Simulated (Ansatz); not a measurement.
A geometry relaxed with Ansatz (an electronic-structure program) with B3LYP-D3(BJ)/def2-SVP, charge 0, multiplicity 1:

```xyz
20

H     -3.6135     0.4804    -0.2564
H      0.7112     1.4761    -1.6730
H      2.7079    -0.4209     1.8180
C     -4.3710     2.6931     1.4344
Si    -0.9114     1.6374     1.1341
H      4.1440     0.2067    -1.5429
H     -2.9958     2.7450    -1.1027
H     -4.0215     3.6926     1.7317
H      5.0435    -0.4897    -0.1677
H      3.3010     1.7601     0.9717
Ge    -3.0930     1.8734     0.1727
H     -5.3607     2.7889     0.9634
H     -0.9964     0.8019     2.3722
H     -4.4661     2.0700     2.3357
H      3.7064    -1.4046    -0.9171
C      4.0465    -0.3981    -0.6278
H     -0.3909     2.9815     1.5352
Si     2.8251     0.4000     0.5743
Ge     0.6407     0.6227    -0.3824
H      0.0987    -0.7668    -0.7996
```

Problem. Write the SMILES of this molecule.

Solution. `C[SiH2][GeH2][SiH2][GeH2][CH3]`
